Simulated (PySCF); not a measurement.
Fill in the blanks.

Compound: BCl3.
SMILES: `ClB(Cl)Cl`

| property | level | value |
| --- | --- | --- |
| point group | PBE0-D3(BJ)/def2-TZVP | ? |
| rotational constants A, B, C | PBE0-D3(BJ)/def2-TZVP | 3.195, 3.191, 1.597 GHz |
| dipole moment | CAM-B3LYP/aug-cc-pVTZ | 0.00 D |
| HOMO energy | CAM-B3LYP/aug-cc-pVTZ | -10.52 eV |
| LUMO energy | CAM-B3LYP/aug-cc-pVTZ | ? |
| lowest singlet excitation | TDDFT CAM-B3LYP/aug-cc-pVTZ | ? |
| lowest triplet excitation (Tamm–Dancoff) | TDA CAM-B3LYP/aug-cc-pVTZ | ? |
| static isotropic polarisability | CAM-B3LYP/aug-cc-pVTZ | 54.9 au |
| electronic spatial extent ⟨r²⟩ about the centre of nuclear charge | CAM-B3LYP/aug-cc-pVTZ | ? |
| isotropic shieldings of nuclei other than C and H, by class | GIAO B97-2/pcSseg-2 | 49 (1 B), 667 (3 Cl) ppm |
| core binding energies | ΔSCF SCAN, pcX-3 on the ionised atom, pcseg-2 elsewhere, spin-free X2C, 2p3/2 from a spin–orbit splitting computed afterwards within the 2p shell | B1s 199.7, Cl2p3/2 206.9 (×3), Cl1s 2829.6 (×3) eV |

Gas-phase values; electronic properties from PySCF, density fitting. Isolated species at its PBE0-D3(BJ)/def2-TZVP geometry, gas phase.

Question: What is the lowest singlet excitation?

Answer: 5.90 eV (210 nm, f = 0.000).

Question: The electronic spatial extent ⟨r²⟩ about the centre of nuclear charge?

Answer: 646 bohr².

Question: What is the LUMO energy?

Answer: -0.62 eV.

Question: What is the lowest triplet excitation (Tamm–Dancoff)?

Answer: 5.73 eV.

Question: Give the point group.

Answer: D3h.

The rotational constants are those of an oblate symmetric top; the small spread among constants that symmetry makes equal is optimisation noise. In wavenumbers S1 is 47600 cm⁻¹ (1 eV = 8065.54 cm⁻¹). The vertical singlet–triplet gap S1 − T1 is 0.17 eV (TDDFT singlet less Tamm–Dancoff triplet; S1: HOMO→LUMO, weight 0.99; T1: HOMO→LUMO, weight 0.99). Point group D3h forbids a permanent dipole, so the rigid molecule has no electric-dipole pure rotational spectrum.
